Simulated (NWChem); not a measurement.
Species: Mg cation, doublet

All runs: NWChem. Spin-unrestricted. Medium grid unless said otherwise, to which SCAN and Minnesota functionals are sensitive. No stability test was run on the SCF state. B3LYP is NWChem's, with the RPA form of VWN correlation. Total energies of different functionals are on different scales.

```csv
level,energy (Ha),highest occupied level (eV),"lowest empty minus highest occupied level, either spin (eV)",<S²>
B3LYP/def2-SVP,-199.7355,-12.59,2.49,0.750
PBE/def2-SVP,-199.5910,-11.89,2.12,0.750
LRC-wPBEh/def2-SVP,-199.6130,-14.43,6.59,0.750
M06/def2-SVP,-199.7016,-12.50,3.29,0.750
TPSS/def2-SVP,-199.7320,-11.81,1.70,0.750
HCTH/407/def2-SVP,-199.7073,-11.81,4.18,0.750
PBE0/def2-SVP,-199.6119,-12.67,3.69,0.750
```
